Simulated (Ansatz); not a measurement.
# Energy profile

The step: BCl₃ ([Cl][B]([Cl])[Cl]) + H₂O + HF → BHCl₂O ([OH][B]([Cl])[Cl]) + HCl + HF; bonds formed: Cl2–H7, H5–F8; dative contacts that become bonds: B1–O6; bonds broken: B1–Cl2, H5–O6, H7–F8 (atoms numbered as in the saddle structure below).

B1  (-0.744, 0.305, -0.576)
Cl2  (1.320, 0.385, -1.198)
Cl3  (-1.595, -0.525, -1.908)
Cl4  (-1.161, 1.994, -0.219)
H5  (0.459, -0.324, 1.213)
O6  (-0.640, -0.508, 0.624)
H7  (1.664, 0.196, 0.225)
F8  (1.505, -0.087, 1.414)
H9  (-0.808, -1.437, 0.425)
(Å)

Electronic energies by CCSD(T) at an estimated basis limit (MP2 extrapolated from triple and quadruple zeta, plus CCSD(T) − MP2 in triple zeta), on PBE0-D4/def2-TZVP structures; BH$_{3}$Cl$_{3}$OF, singlet; no counterpoise correction. Computed with Ansatz 0.2.0 (basis: def2-TZVPP and def2-QZVPP); correlated methods freeze the cores. Extrapolation: Hartree–Fock as exp(−7.88 √X), correlation as X^−2.97.

Question: Give the profile in eV, counted from the separated reactants. (To be estimated.)

Answer: By the calculation:
```csv
point,eV
"separated: BCl$_{3}$ (linked as [Cl][B]([Cl])[Cl]; B1, Cl2, Cl3, Cl4; singlet) + H$_{2}$O (H5, O6, H9; singlet) + HF (H7, F8; singlet)",0.000
start structure,-0.815
saddle,-0.183
end structure,-1.006
"separated: BHCl$_{2}$O (linked as [OH][B]([Cl])[Cl]; B1, Cl3, Cl4, O6, H9; singlet) + HCl (Cl2, H7; singlet) + HF (H5, F8; singlet)",-0.549
```
The saddle lies below the separated reactants: the barrier is submerged.

The T1 diagnostic stays at or below 0.012.

For scale, one of the runs: CCSD(T)/def2-TZVPP, 261 basis functions, launched by `ansatz run in.yaml --threads 8 --pin off --events-out ev --progress --plain --max-ram 19148MiB`. Hardware: 8 CPU threads of an Arm Neoverse V2, shared host. Wall time 2.8 min; peak host memory 6.3 GiB.
